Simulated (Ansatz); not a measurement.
`NC(S)N[SiH3]` and `NC(S)C[SiH3]` differ in one atom or group.

Ansatz, PBE0-D4/def2-TZVP geometries, multiplicity 1. Each molecule was computed in one conformer, which needn't be the lowest.

```json
{"property": "size of the dipole moment (ωB97M-V/def2-TZVPP) / D", "`NC(S)N[SiH3]`": "1.60"}
{"property": "size of the dipole moment (PBE/def2-TZVPP) / D", "`NC(S)N[SiH3]`": "1.71"}
{"property": "LUMO energy (B3LYP/def2-TZVPP) / eV", "`NC(S)N[SiH3]`": "-0.02"}
{"property": "LUMO energy (PBE/def2-TZVPP) / eV", "`NC(S)N[SiH3]`": "-0.66"}
{"property": "HOMO energy (ωB97M-V/def2-TZVPP) / eV", "`NC(S)N[SiH3]`": "-9.02"}
{"property": "HOMO–LUMO gap (PBE/def2-TZVPP) / eV", "`NC(S)N[SiH3]`": "4.84"}
```

Q: What does the change do to each property? (Best estimate.)

A: The calculation gave: 
| property | `NC(S)C[SiH3]` | shift |
| --- | --- | --- |
| size of the dipole moment (ωB97M-V/def2-TZVPP) / D | 2.02 | 0.42 |
| size of the dipole moment (PBE/def2-TZVPP) / D | 2.05 | 0.34 |
| LUMO energy (B3LYP/def2-TZVPP) / eV | -0.06 | -0.04 |
| LUMO energy (PBE/def2-TZVPP) / eV | -0.72 | -0.06 |
| HOMO energy (ωB97M-V/def2-TZVPP) / eV | -9.14 | -0.12 |
| HOMO–LUMO gap (PBE/def2-TZVPP) / eV | 4.86 | 0.02 |

With PBE0 the HOMO falls by 0.11 eV and the LUMO falls by 0.05 eV, so the gap widens by about 0.06 eV. PBE moves the HOMO by -0.08 eV and ωB97M-V by -0.12 eV. The zero-point energy changes by 28.1 kJ/mol with +3 modes. Dipoles are sizes alone; their direction can turn.

B3LYP here is the variant with VWN-RPA as its local correlation; programs differ in this.
